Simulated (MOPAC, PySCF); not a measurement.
C2H6N2, SMILES `C=C(N)N`, neutral singlet in the gas phase. 

Cartesian coordinates (Å):
```xyz
10

C     -1.1815    -0.5930     0.2573
C     -0.0050    -0.0025     0.0011
N      1.1924    -0.3146     0.6499
N      0.1820     1.0045    -0.9492
H     -2.1000    -0.2093    -0.1613
H     -1.2400    -1.4672     0.8887
H      1.9751    -0.4210     0.0184
H      1.1166    -1.0926     1.2869
H      0.7338     1.7805    -0.6083
H     -0.6734     1.3152    -1.3833
```
Charge 0, multiplicity 1.

All levels are single points at this geometry (B3LYP-D3(BJ)/def2-TZVP); Pople sets use spherical d functions. Orbital energies aren't observables, and empty levels follow the basis.

HF/3-21G in PySCF gives HOMO (eV) = -8.03.

Estimate the HOMO (eV) from each of these levels: PBE-D3(BJ)/def2-TZVP in PySCF; TPSSh-D3(BJ)/def2-TZVP in PySCF; B3LYP/3-21G in PySCF; B3LYP/6-311+G** in PySCF; B3LYP/6-31G* in PySCF; BP86/6-31G* in PySCF; HF/STO-3G in PySCF; PM3 in MOPAC.


```csv
level,HOMO (eV)
PBE-D3(BJ)/def2-TZVP in PySCF,-4.53
TPSSh-D3(BJ)/def2-TZVP in PySCF,-5.02
B3LYP/3-21G in PySCF,-4.84
B3LYP/6-311+G** in PySCF,-5.57
B3LYP/6-31G* in PySCF,-5.05
BP86/6-31G* in PySCF,-4.16
HF/STO-3G in PySCF,-6.34
PM3 in MOPAC,-8.54
```
